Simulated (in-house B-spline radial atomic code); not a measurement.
# OLYP excitations of P³⁺

Method: OLYP. Computed with a B-spline radial code for spherical atoms: linear response of the closed shell [Ne] 3s2 with the functional's adiabatic kernel; non-relativistic, point nucleus, no spin-orbit coupling, no double excitations, S, P, D and F terms only.

Command:
```bash
python run_td.py task.json out
```
Settings (radii: box in bohr, nucleus in fm):
```
Z                        15
electrons                12
configuration            [Ne] 3s2
hamiltonian              nr
method                   optx,lyp
box_radius               23.08
intervals                52
```

Time taken, with all properties: 0.1 s on 1 thread of Intel(R) Xeon(R) 6975P-C (Granite Rapids), on a shared host.

The lowest states, in the order of their Tamm-Dancoff energies; the method's threshold (minus the highest occupied level) is 45.28 eV. Labels give the largest channel, * marks a mixed state, and oscillator strengths are full-response dipole values. Semilocal kernels can invert the small singlet-triplet splittings of Rydberg terms. Energies in eV:

```tsv
state	full response	Tamm-Dancoff	oscillator strength
3s → 3p 3P	6.910	7.466	-
3s → 3p 1P	?	?	?
3s → 3d 3D	20.908	21.117	-
3s → 3d 1D	23.144	23.170	-
3s → 4s 3S	26.806	26.833	-
3s → 4s 1S	27.754	27.800	-
3s → 4p 3P	29.910	29.941	-
3s → 4p 1P	30.30	30.34	0.06
3s → 4d 3D	34.20	34.23	-
3s → 4d 1D	34.47	34.47	-
3s → 4f 3F	35.42	35.45	-
3s → 4f 1F	35.54	35.55	-
3s → 5s 3S	36.16	36.17	-
3s → 5s 1S	?	?	-
3s → 5p 3P	37.37	37.37	-
3s → 5p 1P	37.49	37.50	0.0242
```

Task: Where does 3s → 3p 1P lie?

Result: At 12.605 eV in full response, 13.057 eV in Tamm-Dancoff, oscillator strength 1.46.

Task: Where does 3s → 5s 1S lie?

Result: At 36.45 eV in full response, 36.47 eV in Tamm-Dancoff.

Task: How large is the singlet-triplet splitting of 3s → 3p (P terms) in Tamm-Dancoff?

Result: 5.59 eV, from the unrounded values.

Task: What polarisabilities and dispersion coefficient does the method give?

Result: Dipole 7.053 bohr³, quadrupole 14.68 bohr⁵, C6 18.18 hartree·bohr⁶ for two such species.
